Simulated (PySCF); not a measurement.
How methods differ on the excitation energy of Sr

Sr [Kr] 5s2 (1S) → Sr [Kr] 5s1 5p1 (3P), as a difference of total energies. Computed with PySCF 2.14 in def2-QZVPPD with the def2 core potential (28 electrons), with a scalar-relativistic core potential. Correlated levels: valence: 4s2 4p6 frozen. The calculations carry no spin-orbit coupling.

```tsv
method	excitation energy (eV)	error (eV)
UHF	0.972	-0.851
MP2 (valence)	1.435	-0.388
SCS-MP2 (valence)	1.566	-0.257
CCSD (valence)	1.576	-0.247
```

Reference: 1.823 eV (measured; NIST levels, between the centres of gravity of the two terms).

Errors of the correlated levels include the incompleteness of this basis and the frozen core.

With two correlated electrons CCSD is exact in that space.
